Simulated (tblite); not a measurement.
Torsional barriers computed with GFN2-xTB (tblite), climbing-image nudged elastic band, gas phase; electronic energies of the top image counted from the start geometry. The bands met a force threshold of 0.05 eV/Å; their tops weren't refined or checked by frequencies and can lie a kcal/mol or more above the method's true saddle points. Atom numbers follow the mapped SMILES.

**Question.** Rank the forward barriers of these bands, lowest first.
A. `[F:1][CH2:2][C@@:3]1([F:4])[CH2:5][C@@H:6]([F:7])[CH2:8][O:9]1`: F1–C2–C3–O9 from 160° to -60°
B. `[CH2:1]=[CH:2][C@:3]([CH3:4])([OH:5])[C:6]([F:7])([F:8])[F:9]`: O5–C3–C6–F9 from 59° to 180°
C. `[CH2:1]=[CH:2][CH2:3][N+:4](=[CH2:5])[CH2:6][CH3:7]` (charge +1): C2–C3–N4–C6 from 76° to -159°

**Answer.** C (2.3 kcal/mol), B (3.4 kcal/mol), A (4.7 kcal/mol).

```json
{"SMILES": "C=CC[N+](=C)CC", "ends of the turned bond": "sp3 carbon bound to nitrogen / iminium nitrogen", "barrier (kcal/mol)": "2.3", "end above start (kcal/mol)": "0.6", "dihedral at top (°)": "139", "bond at start (Å)": "1.451", "bond at top (Å)": "1.462", "Eyring rate at 298 K (s⁻¹)": "1 × 10^11"}
{"SMILES": "C=C[C@](C)(O)C(F)(F)F", "ends of the turned bond": "carbinol carbon (C–OH) / CF3 carbon", "barrier (kcal/mol)": "3.4", "end above start (kcal/mol)": "0.0", "dihedral at top (°)": "120", "bond at start (Å)": "1.547", "bond at top (Å)": "1.569", "Eyring rate at 298 K (s⁻¹)": "2 × 10^10"}
{"SMILES": "FC[C@@]1(F)C[C@@H](F)CO1", "ends of the turned bond": "sp3 C–F carbon / sp3 C–F carbon", "barrier (kcal/mol)": "4.7", "end above start (kcal/mol)": "3.0", "dihedral at top (°)": "-112", "bond at start (Å)": "1.528", "bond at top (Å)": "1.542", "Eyring rate at 298 K (s⁻¹)": "2 × 10^9"}
```

Rates take the electronic barrier for the free energy of activation. GFN2-xTB barriers can miss by several kcal/mol, and conformer orders can be wrong, so the ranking may change at better levels.
